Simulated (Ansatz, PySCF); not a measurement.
This triplet is an excited state, 2.24 eV above the relaxed singlet at the level frozen-core CCSD(T)/cc-pVTZ // PBE0-D3(BJ)/def2-TZVP (Ansatz, a program for electronic structure).

## CH$_{2}$GeN$_{2}$, SMILES `N#[C][Ge][NH2]` (excited triplet) (charge 0, multiplicity 3)

Calculation: PBE0-D3(BJ)/def2-TZVP (PySCF).

```
Quantity                                                        Result
-----------------------------  ---------------------------------------
highest occupied spin orbital                                 -5.77 eV
dipole moment                                                   5.50 D
total energy                                             -2225.3604 Ha
cost                           about 110 core-seconds (a rough figure)
```

```xyz
6

N      2.8929    -0.3413     0.3262
C      1.8343     0.0926     0.1495
Ge     0.1622     0.9452    -0.1475
N     -1.2432    -0.2521    -0.1913
H     -1.9232    -0.1345     0.5502
H     -1.7229    -0.3098    -1.0816
```
Charge 0, spin multiplicity 3.
